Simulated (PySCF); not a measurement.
# TeSCl4, singlet: structure and spectrum

Level of theory: PySCF, B3LYP, basis Te def2-SVP with ECP28, S def2-SVP, Cl def2-SVP (scalar-relativistic core potentials, no spin–orbit coupling, density fitting).

The structure is a minimum.

Coordinates in bohr (charge 0 multiplicity 1):
```
Te   -0.2851    0.0000    0.0000
S    -4.5241    0.0000    0.0000
Cl    2.2536    0.0000   -3.7724
Cl    0.3442    4.5526    0.0000
Cl    2.2536    0.0000    3.7724
Cl    0.3442   -4.5526    0.0000
```

| Item | Value |
| --- | --- |
| Point group | C2v |
| Bond lengths | Te–Cl 2.406 Å (×2), Te–Cl 2.432 Å (×2), Te–S 2.243 Å |
| Bond angles | Cl–Te–Cl 85.6° (×4), Cl–Te–Cl 112.1°, Cl–Te–Cl 164.3°, Cl–Te–S 97.9° (×2), Cl–Te–S 123.9° (×2) |
| Zero-point energy | 16.1 kJ/mol |
| Dipole moment | 0.14 D |
| Atomisation energy without zero-point energy | 906 kJ/mol |
| Heat capacity Cp at 298.15 K | 122.3 J/(mol K) |
| Entropy at 298.15 K and 1 bar | 416.5 J/(mol K) |
| Highest occupied level | -7.67 eV |
| Enthalpy at 298.15 K above 0 K | 27.07 kJ/mol |
| Principal quadrupole moments (Buckingham, traceless) about the centre of mass | -5.65, 2.45, 3.20 D Å |
| Principal polarisabilities | 90.8, 106.3, 107.8 bohr³ |
| Rotational constants | 0.02975, 0.02462, 0.02429 cm⁻¹ |
| Lowest empty level | -5.78 eV |
| Rotational symmetry number | 2 |

Harmonic modes (masses in u: Te 129.906, S 31.972, Cl 34.969):
| symmetry | ω (cm⁻¹) | IR (km/mol) | type |
| --- | --- | --- | --- |
| a1 | 54 | 0.0 | bend |
| b2 | 81 | 0.0 | bend |
| b2 | 155 | 5.6 | bend |
| a1 | 162 | 8.6 | bend |
| b1 | 165 | 0.9 | bend |
| a2 | 173 | 0.0 | bend |
| b1 | 180 | 11.2 | bend |
| a1 | 283 | 1.1 | stretch |
| a1 | 319 | 18.2 | stretch |
| b2 | 334 | 59.8 | stretch |
| b1 | 336 | 107 | stretch |
| a1 | 444 | 33.6 | stretch |

In C2v the vibrations span 5a1 + 3b2 + 3b1 + a2. The a2 mode carries no infrared intensity, as symmetry demands.

Charges (e):
```json
{"atom": "Te1", "Mulliken": "0.93", "Löwdin": "0.57", "polar tensor": "2.25", "Mayer order to Te1": "–"}
{"atom": "S2", "Mulliken": "-0.18", "Löwdin": "-0.15", "polar tensor": "-0.36", "Mayer order to Te1": "1.51"}
{"atom": "Cl3,5", "Mulliken": "-0.15", "Löwdin": "-0.07", "polar tensor": "-0.46", "Mayer order to Te1": "0.85"}
{"atom": "Cl4,6", "Mulliken": "-0.22", "Löwdin": "-0.14", "polar tensor": "-0.49", "Mayer order to Te1": "0.80"}
```

Mulliken populations on Te1 (electrons outside its core potential): s 3.63, p 8.84, d 10.60.

Outer orbital energies (eV). occupied: -9.81, -9.65, -9.07, -8.98, -8.96, -8.67, -8.23, -7.67; empty: -5.78, -3.18, -1.96, -1.52.

Counting electrons, tellurium keeps none of its valence electrons outside its bonds, so the VSEPR class is AX5 and the expected shape is trigonal bipyramidal; with unlike ligands the computed point group is C2v.

Other isomers or separated fragments may lie lower.

The final relaxation and frequency run took 82 s on 4 threads of a shared Arm Neoverse V2 host, with 116 basis functions and 17 gradients; the process peaked at 1.6 GiB.
